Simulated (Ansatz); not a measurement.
Reaction (hydrogenolysis of a C–C bond): `FC(F)C1(F)OC1(F)F` + H₂ → `FC1OC1(F)F` + difluoromethane

Gas-phase electronic energies from Ansatz, PBE0-D4/def2-TZVP geometries. CCSD(T)/CBS is the MP2 limit (def2-TZVPP, def2-QZVPP) plus CCSD(T) − MP2 in def2-TZVPP, frozen cores. This one scheme is used for every species. Functionals use def2-TZVPP. B3LYP here is the variant with VWN-RPA as its local correlation; programs differ in this. One conformer a species, not always the lowest.

| species | B3LYP energy (Eh) |
| --- | --- |
| `FC(F)C1(F)OC1(F)F` | -689.60403 |
| H₂ | -1.18000 |
| `FC1OC1(F)F` | -451.71289 |
| `FCF` | -239.09636 |

Question: Work out ΔE.

Answer: ΔE = (-451.71289) + (-239.09636) − (-689.60403) − (-1.18000) = -0.02522 Eh = -66.2 kJ/mol. CCSD(T)/CBS gives -53.5 kJ/mol.

Largest T1 diagnostic among the species: 0.013.

Leaving LDA and LC-ωPBE aside and taking each functional with its dispersion term where it has one, the values, not all of them listed here, spread over 15.2 kJ/mol, from B2PLYP to revPBE-D4. LDA lies +16.8 kJ/mol from PBE without D4. From r2SCAN to r2SCAN0 (25 % exact exchange), in def2-TZVPP and without D4, ΔE moves by −5.3 kJ/mol. At CCSD(T), def2-SVP lies +8.8 kJ/mol from the extrapolated value and def2-TZVPP +0.7 kJ/mol.
